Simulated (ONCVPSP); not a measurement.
## Before and after: ONCV potential for H

- Element: H
- Generator: ONCVPSP 4.0.1
- Type: optimised norm-conserving Vanderbilt (ONCV)
- Functional: PBE
- Relativity: scalar-relativistic
- Frozen core: none
- Valence charge: 1
- Reference configuration: 1s1
- Partial waves: 1s: rc 1.50 bohr, ncon 5, nbas 9, qcut 7.5 1/bohr, 2 projectors, debl 2.1 Ha; p scattering state at 0.16 Ha: rc 1.35 bohr, ncon 5, nbas 10, qcut 5 1/bohr, local
- Local potential: the p channel
- Core correction: none

Change: s: qcut 11.4.

Cutoffs: the cutoffs (Ha) at which the residual kinetic energy of the hardest occupied pseudo-wave falls to 1 and 0.1 mHa per electron; they do not see the model core or the augmentation charge, which bear on the density cutoff. Errors are all-electron minus pseudo energies relative to the spin-unpolarised reference configuration.

Predict the effect on cutoff, ghosts and configuration errors.

The potential gets harder (14 Ha and 20 Ha → 17 Ha and 26 Ha); neither file shows a bound ghost. The waves are optimised to have the least kinetic energy above qcut, so the cutoff follows it (qcut²/2 in Ha).

```csv
quantity,base,changed
"cutoff, loose",14 Ha,17 Ha
"cutoff, tight",20 Ha,26 Ha
bound ghosts,none,none
GHOST(+) flags under 300 eV,none,none
"error for 1s0.5, meV [ΔE 4.76 eV]",+2.5,+1.4
s: phases at 1.52 bohr within 0.05 rad from the reference energy up to (Ha; the scan ends near 5),to the end of the scan,to the end of the scan
p: phases at 1.37 bohr within 0.05 rad from the reference energy up to (Ha; the scan ends near 5),to the end of the scan,to the end of the scan
```
